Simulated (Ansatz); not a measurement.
Born–Oppenheimer molecular dynamics of AlCl2FH2 (6 atoms, charge 0, multiplicity 1). It starts at the highest image of a converged band, a first-order saddle point between two minima.

The calculation used Ansatz, RKS B3LYP/def2-mTZVP.

| Quantity | Value |
| --- | --- |
| ensemble | NVE (velocity Verlet) |
| time step | 0.5 fs |
| steps asked | 200 |
| starting velocities drawn for | 100 K |
| seed | 7207 |

Frames 1 fs apart, positions in Å.

Velocities at 50 fs (Å/ps):

```
Al 0.52 14.24 0.42
F 0.28 0.80 5.70
Cl 0.18 -3.31 -1.11
Cl -0.38 -3.51 -0.97
H -0.34 -71.36 -2.88
H -11.92 -85.08 -42.50
```

```xyz
6
Properties=species:S:1:pos:R:3 time_fs=50 energy_less_start_eV=-1.059 T=2147
Al -0.001 0.063 -0.019
F 0.092 0.002 1.794
Cl 1.761 0.110 -1.000
Cl -1.756 0.037 -1.001
H -0.447 -4.523 -0.031
H -0.144 -4.599 0.681
6
Properties=species:S:1:pos:R:3 time_fs=51 energy_less_start_eV=-1.066 T=2158
Al 0.000 0.077 -0.018
F 0.092 0.003 1.799
Cl 1.761 0.106 -1.001
Cl -1.757 0.033 -1.002
H -0.446 -4.595 -0.030
H -0.157 -4.684 0.635
6
Properties=species:S:1:pos:R:3 time_fs=52 energy_less_start_eV=-1.020 T=2074
Al 0.001 0.091 -0.015
F 0.092 0.004 1.802
Cl 1.762 0.103 -1.003
Cl -1.758 0.030 -1.003
H -0.446 -4.666 -0.034
H -0.169 -4.769 0.593
6
Properties=species:S:1:pos:R:3 time_fs=53 energy_less_start_eV=-1.033 T=2098
Al 0.002 0.105 -0.011
F 0.092 0.005 1.804
Cl 1.762 0.100 -1.004
Cl -1.759 0.026 -1.004
H -0.454 -4.734 -0.054
H -0.173 -4.857 0.568
6
Properties=species:S:1:pos:R:3 time_fs=54 energy_less_start_eV=-1.102 T=2228
Al 0.003 0.119 -0.005
F 0.091 0.006 1.803
Cl 1.764 0.097 -1.006
Cl -1.760 0.023 -1.006
H -0.470 -4.800 -0.091
H -0.170 -4.948 0.559
6
Properties=species:S:1:pos:R:3 time_fs=55 energy_less_start_eV=-1.115 T=2255
Al 0.004 0.133 0.002
F 0.091 0.007 1.802
Cl 1.765 0.093 -1.008
Cl -1.762 0.019 -1.007
H -0.487 -4.864 -0.131
H -0.165 -5.040 0.555
6
Properties=species:S:1:pos:R:3 time_fs=56 energy_less_start_eV=-1.115 T=2257
Al 0.005 0.146 0.011
F 0.091 0.009 1.798
Cl 1.767 0.090 -1.009
Cl -1.764 0.016 -1.008
H -0.500 -4.931 -0.163
H -0.164 -5.129 0.541
6
Properties=species:S:1:pos:R:3 time_fs=57 energy_less_start_eV=-1.171 T=2365
Al 0.006 0.160 0.021
F 0.090 0.010 1.793
Cl 1.768 0.087 -1.011
Cl -1.766 0.012 -1.010
H -0.506 -5.002 -0.179
H -0.171 -5.215 0.512
6
Properties=species:S:1:pos:R:3 time_fs=58 energy_less_start_eV=-1.259 T=2532
Al 0.007 0.173 0.032
F 0.089 0.012 1.786
Cl 1.771 0.084 -1.014
Cl -1.768 0.009 -1.012
H -0.505 -5.077 -0.183
H -0.184 -5.296 0.470
6
Properties=species:S:1:pos:R:3 time_fs=59 energy_less_start_eV=-1.290 T=2593
Al 0.008 0.186 0.044
F 0.088 0.014 1.779
Cl 1.773 0.081 -1.016
Cl -1.770 0.006 -1.013
H -0.502 -5.154 -0.181
H -0.199 -5.375 0.423
6
Properties=species:S:1:pos:R:3 time_fs=60 energy_less_start_eV=-1.284 T=2585
Al 0.009 0.198 0.057
F 0.087 0.017 1.770
Cl 1.775 0.078 -1.018
Cl -1.772 0.002 -1.015
H -0.504 -5.227 -0.190
H -0.209 -5.459 0.386
6
Properties=species:S:1:pos:R:3 time_fs=61 energy_less_start_eV=-1.345 T=2700
Al 0.010 0.211 0.070
F 0.086 0.019 1.760
Cl 1.777 0.075 -1.020
Cl -1.775 -0.001 -1.016
H -0.515 -5.293 -0.215
H -0.210 -5.549 0.366
```

Of the whole run (100 fs, mean temperature of the second half 2126 K): The conserved energy stayed within 0.38 meV per atom of its start (net change -0.28 meV per atom), so the integration is sound. The kinetic energy rose, since the run started high on the potential surface and went downhill. It ends in pieces (AlCl2F + H2), so much of that is their flight and rotation, not heat. A run of 0.1 ps of so small a system gives no equilibrium averages. The orbitals stay closed-shell, which can raise the energy where a bond breaks towards radicals; this wasn't checked here.

The run took 6 min on 2 threads of Arm Neoverse V1, on a shared host, peak memory 0.18 GiB.
